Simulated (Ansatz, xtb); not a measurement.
How methods differ on BNH3OF (SMILES NB(O)F)

The species is BNH3OF (7 atoms), meant as a singlet with charge 0. As SMILES, `NB(O)F`. The shape is that of a PBE0-D4/def2-TZVP optimisation. This is one conformer, not always the lowest.

```xyz
7

N    -0.5318    0.7534   -0.0321
B     0.0393   -0.5057   -0.2888
O     1.1063   -1.0443    0.3670
F    -0.4948   -1.2582   -1.2563
H    -1.3204    1.0817   -0.5597
H    -0.2101    1.3943    0.6685
H     1.4727   -0.4892    1.0557
```

Each level gives the energy change with the N1–B2 bond stretched from 1.406 to 2.531 Å (eV). The values are calculated.

```
                          level                    kind  program  value (eV)  CPU time (all runs)
                       GFN1-xTB          semi-empirical      xtb        5.13            under 2 s
      HF/6-311+G** (restricted)            Hartree–Fock   Ansatz        6.18                7.5 s
    BLYP/6-311+G** (restricted)                     GGA   Ansatz        4.78                 14 s
 r2SCAN0/6-311+G** (restricted)         hybrid meta-GGA   Ansatz        5.71                 20 s
 wB97M-V/6-311+G** (restricted)  range-separated hybrid   Ansatz        5.50                 91 s
   wB97X/6-311+G** (restricted)  range-separated hybrid   Ansatz        5.57                 45 s
PBE-QIDH/6-311+G** (restricted)           double hybrid   Ansatz        5.76                 20 s
RPA@PBE0/6-311+G** (restricted)                     RPA   Ansatz        5.36                 29 s
     MP2/6-311+G** (restricted)     perturbation theory   Ansatz        5.47                9.3 s
    CCSD/6-311+G** (restricted)   coupled cluster or CI   Ansatz        5.53                 43 s
```

The first shape isn't each level's own minimum. The values span 4.78 to 6.18 eV. CPU times are rough (shared hosts, several kinds of processor and program).
